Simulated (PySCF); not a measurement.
Correlation energy of Sc⁺ (scandium, charge +1)

[Ar] 3d1 4s1, high-spin 3D determinant. Calculation: PySCF 2.14, in x2c-TZVPPall; scalar relativity by spin-free X2C-1e. Frozen: [Ar]; 2 electrons correlated.

With two correlated electrons CCSD is exact within the correlated space (frozen core and kept virtual orbitals).

| level | correlation energy (mhartree) |
| --- | --- |
| CCSD | -4.30 |

Diagnostics: T1 = 0.011, D1 = 0.0213, largest double amplitude 0.018.

Cost of the coupled-cluster step: of the order of 3 core-seconds, for 2 correlated electrons.

Iterations:

```
CC2 = 0
CCSD nocc = (np.int64(2), np.int64(0)), nmo = (55, 55)
frozen orbitals [[0, 1, 2, 3, 4, 5, 6, 7, 8], [0, 1, 2, 3, 4, 5, 6, 7, 8]]
max_cycle = 100
direct = 0
conv_tol = 1e-08
conv_tol_normt = 1e-06
diis_space = 8
diis_start_cycle = 0
Init t2, MP2 energy = -0.00302779430906162
Init E_corr(UCCSD) = -0.00302779430915978
cycle = 1  E_corr(UCCSD) = -0.0038638954686161  dE = -0.000836101159  norm(t1,t2) = 0.0127933
cycle = 2  E_corr(UCCSD) = -0.00412308233394073  dE = -0.000259186865  norm(t1,t2) = 0.00537136
cycle = 3  E_corr(UCCSD) = -0.00428151033590326  dE = -0.000158428002  norm(t1,t2) = 0.00298057
cycle = 4  E_corr(UCCSD) = -0.00427954483857593  dE = 1.96549733e-06  norm(t1,t2) = 0.00173735
cycle = 5  E_corr(UCCSD) = -0.00429561901106949  dE = -1.60741725e-05  norm(t1,t2) = 0.0012
cycle = 6  E_corr(UCCSD) = -0.0042960119296187  dE = -3.92918549e-07  norm(t1,t2) = 0.000585638
cycle = 7  E_corr(UCCSD) = -0.00429672315960009  dE = -7.11229981e-07  norm(t1,t2) = 0.00022608
cycle = 8  E_corr(UCCSD) = -0.00429631555129932  dE = 4.07608301e-07  norm(t1,t2) = 5.73055e-05
cycle = 9  E_corr(UCCSD) = -0.0042968257570625  dE = -5.10205763e-07  norm(t1,t2) = 1.47198e-05
cycle = 10  E_corr(UCCSD) = -0.0042966650162079  dE = 1.60740855e-07  norm(t1,t2) = 3.90301e-06
cycle = 11  E_corr(UCCSD) = -0.00429665548528586  dE = 9.53092204e-09  norm(t1,t2) = 1.20775e-06
cycle = 12  E_corr(UCCSD) = -0.00429666540724052  dE = -9.92195466e-09  norm(t1,t2) = 6.39113e-07
UCCSD converged
E(UCCSD) = -763.0824788688266  E_corr = -0.004296665407240515
```
